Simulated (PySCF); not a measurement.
Ionising LiHg

PBE0; basis Li def2-TZVP, Hg def2-TZVP with ECP60; scalar-relativistic core potentials; PySCF 2.14. Neutral (UKS): doublet (σ ↑), Re = 3.022 Å, ωe = 138 cm⁻¹, De = 0.13 eV, HOMO -3.65 eV, LUMO -1.51 eV.

LiHg⁺ (UKS): singlet (closed shell), Re = 2.678 Å, ωe = 259 cm⁻¹, De = 0.56 eV to Li⁺ + Hg. The energies at the minima are -160.98654 hartree for LiHg and -160.79774 for LiHg⁺.

Problem. Work out the adiabatic ionisation energy, without and with harmonic zero-point energies (1 hartree = 27.2114 eV, 1 eV = 8065.5 cm⁻¹), and the change of the bond length.

Solution. At PBE0: 0.18880 hartree = 5.138 eV between the minima; the zero-point term (259.0 − 138.0)/2 cm⁻¹ = +0.008 eV makes it 5.145 eV. Re changes by -34.4 pm against the neutral. The electron leaves a σ orbital, and the shorter bond of the ion fits an antibonding orbital, or a change in how ionic the bond is.

Closed-shell solutions of metal pairs were not tested for spin polarisation, which can lower them a little. Weak bonds: LiHg. Basis-set superposition, not corrected here, can be much of De in a small basis, most of all at correlated wavefunction levels. Spin–orbit coupling is left out. For an ion De counts to the pair picked by the measured ionisation energies or electron affinities, which need not be the lowest pair at this level. States were picked by a PBE0 search and need not be the measured ground states.
